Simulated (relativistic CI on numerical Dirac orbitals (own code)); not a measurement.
**Spin-allowed bands of a d8 ion in a tetrahedral site, by hand**

Problem. Take Δ = 9690 cm⁻¹ and B = 510 cm⁻¹ for a d8 ion in a tetrahedral site. Calculate the three spin-allowed bands.

Working.
1. The terms of highest spin are 3F (energy 0) and 3P (15B = 7650 cm⁻¹). Here the F term splits into A2 at +1.2Δ = 11628, T2 at +0.2Δ = 1938 and T1 at −0.6Δ = -5814 cm⁻¹.
2. The two T1 states mix through the element 0.4Δ: H = [[-5814, 3876], [3876, 7650]], with roots ½(H₁₁ + H₂₂) ∓ ½√[(H₂₂ − H₁₁)² + 4H₁₂²] = ½(1836) ∓ ½(15536) = -6850 and 8686 cm⁻¹.
3. The ground term is 3T1 at -6850 cm⁻¹.
4. Bands: 3T2 8788 cm⁻¹ (1138 nm), 3T1(P) 15536 cm⁻¹ (644 nm), 3A2 18478 cm⁻¹ (541 nm).

Check. Exact diagonalisation of the whole d8 shell with these parameters gives 3T2 8788, 3T1 15536, 3A2 18478 cm⁻¹. The match is exact, since without spin-orbit coupling no other term has this spin. The ratio of the second band to the first, 1.768, depends on Δ/B = 19.0 alone, which is how a Tanabe-Sugano diagram is read.
